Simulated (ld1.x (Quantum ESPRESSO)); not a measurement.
# In (Z = 49), TM: configuration errors across variants

* Element: In (Z = 49)
* Generator: ld1.x (Quantum ESPRESSO) 7.5
* Type: norm-conserving Troullier–Martins (Kleinman–Bylander form)
* Functional: PBE
* Relativity: scalar-relativistic
* Frozen core: [Kr] 4d10
* Valence charge: 3
* Reference configuration: 5s2 5p0.5 (charge +0.5)
* Partial waves: 5p (bound): rc 2.05 bohr; 5d channel at -0.05 Ry: rc 1.95 bohr; 5s (bound): rc 1.95 bohr
* Local potential: the s channel
* Core correction: none

All-electron excitation energies from the reference (eV): (1) 5s2 5p1 -1.940; (2) 5s2 5p0 3.423; (3) 5s1 5p0 22.657; (4) 5s1 5p1 10.016; (5) 5s1 5p2 3.901; (6) 5s2 5p1.3 -2.472; (7) 5s0 5p3 10.007.

A true bound ghost makes a file unfit for plane-wave use even where its test errors are small: the radial tests pick states by their node count and pass the ghost by.

Errors AE − PS in meV (a dash: test not solved or not reliable):

```tsv
change	(1)	(2)	(3)	(4)	(5)	(6)	(7)	bound ghosts
base	+5.9	+9.2	+106	+20	+48	+12	+163	d
wave 5p (bound): rc 2.05 bohr becomes 5p (bound): rc 1.36 bohr	+13	+39	+125	+56	+149	+24	+433	p, d
wave 5p (bound): rc 2.05 bohr becomes 5p (bound): rc 1.98 bohr	+6.0	+9.3	+106	+21	+50	+12	+176	d
wave 5p (bound): rc 2.05 bohr becomes 5p (bound): rc 2.32 bohr	+5.9	+9.2	+108	+18	+45	+12	+147	d
wave 5p (bound): rc 2.05 bohr becomes 5p (bound): rc 2.78 bohr	+5.9	+9.1	+107	+19	+45	+12	+149	d
wave 5p (bound): rc 2.05 bohr becomes 5p (bound): rc 2.92 bohr	+5.9	+9.0	+106	+20	+46	+12	+151	d
```

Give the same row for: wave 5p (bound): rc 2.05 bohr becomes 5p (bound): rc 1.66 bohr.

+9.5, +22, +110, +47, +110, +18, +360; bound ghosts: p, d.
